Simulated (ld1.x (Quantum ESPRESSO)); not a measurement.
Ranking TM potentials for iridium

All share these settings but for the change named:

```json
{
 "Element": "iridium (Ir)",
 "Generator": "ld1.x (Quantum ESPRESSO) 7.5",
 "Type": "norm-conserving Troullier–Martins (Kleinman–Bylander form)",
 "Functional": "revPBE",
 "Relativity": "scalar-relativistic",
 "Frozen core": "[Kr] 4d10 4f14 5s2",
 "Valence charge": "15",
 "Reference configuration": "5p6 5d7 6s1.5 6p0 (charge +0.5)",
 "Partial waves": "5p (bound): rc 1.20 bohr; 5d (bound): rc 1.70 bohr; 6s (bound): rc 2.35 bohr",
 "Local potential": "the s channel",
 "Core correction": "a·sin(br)/r model core inside 0.70 bohr"
}
```

Cutoff: the first of the cutoffs (Ry, on a coarse ladder) from which the occupation-weighted sum of valence levels, in a spherical-Bessel basis at the reference potential, stays within 10 and 1 mRy of its value at 400 Ry; the density cutoff is not measured.

The base gives 120 Ry.

Of 7 variants that were run, those that failed, showed a ghost or another fault, or gave nearly equal values are left out.

A variant can come out equal or close to the base.

Task: Rank these variants from softest to hardest (loose cutoff).
A. all radii but the core radius scaled by about 1.34 (s 3.14, p 1.60, d 2.28 bohr)
B. core [Xe] 4f14, valence charge 9; reference 5d7 6s0 6p0; waves now 6p (bound): rc 3.15 bohr; 5d (bound): rc 1.25 bohr; 6s (bound): rc 2.15 bohr; core correction none
C. functional PBE

Result: B (40 Ry), A (50 Ry), C (120 Ry).
